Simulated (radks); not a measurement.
Effect of the nuclear size on the chromium ion Cr2+, [Ar] 3d4. Method: Dirac Kohn-Sham, exchange-only LDA, spin-unpolarised, spherical densities, finite nucleus; open shells are shared between the two j in proportion to 2j + 1; Fermi nuclear charge, rms radius 3.6452 fm; computed with a radial shooting solver on a logarithmic mesh with Libxc functionals. The rms radius is varied about that value; shifts are against it.

rms radius (fm)  total energy shift (eV)  density at nucleus (e/bohr^3)  1s1/2 shift (meV)  2s1/2 shift (meV)  3s1/2 shift (meV)
3.175                            -0.0177                      1.142e+04              -7.52             -0.656             -0.094
3.4666                          -0.00700                      1.138e+04              -2.97             -0.259             -0.037
3.6452                                 0                      1.136e+04              0.000              0.000              0.000
3.8676                           0.00919                      1.134e+04               3.90              0.341              0.049
4.0425                            0.0168                      1.132e+04               7.13              0.622              0.090

Slopes of the eigenvalues against <r^2> in GHz/fm^2, as finite differences over the two radii next to the reference (eigenvalue slopes, not the field-shift constants of lines): 1s1/2 565, 2s1/2 49.3, 3s1/2 7.10.
